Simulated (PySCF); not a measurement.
# What builds the second ionisation energy along group 15

Calculated with PySCF 2.14 from differences of total energies of unrestricted determinants, without spin-orbit coupling. Each column adds one step, in eV (sums use unrounded values): valence MP2, valence CCSD, valence triples, then the next inner shell at CCSD(T) (N 1s, P 2s 2p, As 3s 3p 3d, Sb 4s 4p 4d, Bi 5s 5p 5d). References (NIST) marked * lie between the lowest fine-structure levels; the others compare directly ((s) semi-empirical, (t) theoretical).

| element | UHF | + MP2 | + CCSD | + (T) | + inner shell | sum | reference |
| --- | --- | --- | --- | --- | --- | --- | --- |
| N [He] 2s2 2p2 → [He] 2s2 2p1 (def2-TZVPPD, non-relativistic) | 29.210 | 0.408 | -0.154 | 0.015 | 0.019 | 29.498 | 29.601 (s) * |
| P [Ne] 3s2 3p2 → [Ne] 3s2 3p1 (def2-TZVPPD, non-relativistic) | 19.162 | 0.447 | 0.038 | 0.035 | -0.002 | 19.681 | 19.769 (s) * |
| As [Ar] 3d10 4s2 4p2 → [Ar] 3d10 4s2 4p1 (def2-TZVPPD, non-relativistic) | 17.971 | 0.374 | 0.029 | 0.026 | 0.064 | 18.464 | 18.589 * |
| Sb [Kr] 4d10 5s2 5p2 → [Kr] 4d10 5s2 5p1 (def2-TZVPPD with the def2 core potential (28 electrons), ECP) | 16.006 | 0.311 | 0.035 | 0.022 | 0.103 | 16.476 | 16.626 ± 0.025 * |
| Bi [Xe] 4f14 5d10 6s2 6p2 → [Xe] 4f14 5d10 6s2 6p1 (def2-TZVPPD with the def2 core potential (60 electrons), ECP) | 15.308 | 0.268 | 0.037 | 0.015 | 0.104 | 15.731 | 16.703 * |

What remains against the references is mostly basis incompleteness and, for starred values, spin-orbit coupling.

These are valence bases, so the inner-shell step is incomplete.
